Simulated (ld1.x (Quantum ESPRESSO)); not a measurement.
# Which change was made? (I, TM)

* Element: I (Z = 53)
* Generator: ld1.x (Quantum ESPRESSO) 7.5
* Type: norm-conserving Troullier–Martins (Kleinman–Bylander form)
* Functional: PBEsol
* Relativity: non-relativistic
* Frozen core: [Kr] 4d10
* Valence charge: 7
* Reference configuration: 5s2 5p5
* Partial waves: 5s (bound): rc 1.60 bohr; 5p (bound): rc 1.90 bohr; 5d channel at 0.25 Ry: rc 1.95 bohr
* Local potential: all-electron potential smoothed inside 1.60 bohr (lloc = -2)
* Core correction: Bessel-smoothed model core inside 1.10 bohr

Cutoffs, loose and tight: the cutoffs (Ry, on a coarse ladder) from which the occupation-weighted sum of valence levels, in a spherical-Bessel basis at the reference potential, stays within 10 and 1 mRy of its value at 400 Ry. They do not see the model core or the augmentation charge, which bear on the density cutoff. Test errors are all-electron minus pseudo excitation energies from the reference, over the configurations 5s2 5p4; 5s2 5p3; 5s2 5p2; 5s2 5p4.5; 5s1 5p6; 5s2 5p5.3; 5s1 5p5; variants that change the core or the reference have their own tests.

The base gives: outcome: generated; cutoff, loose: 35 Ry; cutoff, tight: 70 Ry; bound ghosts: none; largest test error (meV): +37.

Question: After one change the result is: outcome: generated; cutoff, loose: over 300 Ry; cutoff, tight: over 300 Ry; bound ghosts: p; largest test error (meV): -68. Which change was it?
A. wave 5d channel at 0.25 Ry: rc 1.95 bohr becomes 5d channel at 0.25 Ry: rc 1.74 bohr
B. scalar-relativistic
C. wave 5p (bound): rc 1.90 bohr becomes 5p (bound): rc 1.24 bohr

Answer: C. The others give: scalar-relativistic → outcome: generated; cutoff, loose: 35 Ry; cutoff, tight: 60 Ry; bound ghosts: none; largest test error (meV): -8.2 | wave 5d channel at 0.25 Ry: rc 1.95 bohr becomes 5d channel at 0.25 Ry: rc 1.74 bohr → outcome: generated; cutoff, loose: 35 Ry; cutoff, tight: 70 Ry; bound ghosts: d; largest test error (meV): +37.
